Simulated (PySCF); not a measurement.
Species: C₇H₉N.
Geometry (PBE0-D3(BJ)/def2-SVP, Å), atoms numbered from 1 in this order:
```xyz
17
C7H9N angstrom
C     -2.3122    0.5273    0.5805
C     -1.3979    0.0489   -0.5447
C      0.0180   -0.1629   -0.0870
C      0.9605    0.8685   -0.0808
C      2.2433    0.6239    0.4001
C      2.5436   -0.6560    0.8649
N      1.6633   -1.6529    0.8658
C      0.4429   -1.4046    0.4031
H     -3.3413    0.6787    0.2207
H     -2.3428   -0.2047    1.4020
H     -1.9556    1.4799    1.0019
H     -1.4091    0.7820   -1.3676
H     -1.7889   -0.8928   -0.9630
H      0.6888    1.8596   -0.4566
H      3.0018    1.4097    0.4129
H      3.5438   -0.8842    1.2511
H     -0.2608   -2.2474    0.4103
```

Computed with PySCF, TDDFT B3LYP/def2-SVPD, vertical, gas phase, core orbitals frozen in the response.

Kohn–Sham orbitals with the atoms that hold most of them (Löwdin shares over 4%, at most four atoms; ? is withheld):

| orbital | ε (eV) | atoms |
| --- | --- | --- |
| LUMO+2 | 0.41 | C1 15%, C2 11%, H14 10%, C4 10% |
| LUMO+1 | -0.64 | C3 18%, C6 18%, C5 17%, C8 16% |
| LUMO | -1.00 | ? |
| HOMO | ? | ? |
| HOMO-1 | -7.16 | C3 21%, C6 20%, C8 18%, C5 15% |
| HOMO-2 | -7.97 | C4 28%, N7 22%, C5 19%, C3 9% |
| HOMO-3 | -9.53 | C2 22%, C1 17%, H13 12%, C3 9% |

(1) Which atoms hold the HOMO, and with what shares?

(2) Which atoms hold the LUMO, and with what shares?

(3) What is the HOMO energy, and the HOMO–LUMO gap?

Answers

(1) N7 (bonded to 2 C) 59%; C8 (bonded to C, N and H) 11%; C6 (bonded to C, N and H) 10%; C3 (bonded to 3 C) 5%. By element: nitrogen 59%, carbon 26% or more.

(2) C4 (bonded to 2 C and H) 24%; N7 (bonded to 2 C) 23%; C5 (bonded to 2 C and H) 12%; C8 (bonded to C, N and H) 12%. By element: carbon 47% or more, nitrogen 23%.

(3) ε(HOMO) = -7.03 eV; the gap is 6.04 eV (0.2219 hartree).

Question: The HOMO–LUMO gap is 6.04 eV. Where does the response calculation put the lowest singlet, and from which orbitals?

Answer: S1 is at 4.73 eV (f = 0.0039), 1.31 eV below the gap, made of HOMO→LUMO (99%). 

Question: Give energy, strength and leading configuration of S1, S2, S3 and S4, and follow the Löwdin shares of the leading atoms from the occupied to the empty orbital.

Answer: 
- S1 (4.73 eV, f 0.0039), HOMO→LUMO (99%): N7 59% → 23%, C8 11% → 12%, C4 at most 5% → 24%
- S2 (5.04 eV, f 0.0001), HOMO→LUMO+1 (99%): N7 59% → at most 17%, C8 11% → 16%, C3 5% → 18%, C6 10% → 18%
- S3 (5.39 eV, f 0.048), HOMO-1→LUMO (78%): C3 21% → at most 12%, C6 20% → at most 12%, C4 at most 15% → 24%, N7 at most 15% → 23%
- S4 (6.12 eV, f 0.074), HOMO-1→LUMO+1 (72%): C3 21% → 18%, C6 20% → 18%

One conformer stands for the species.
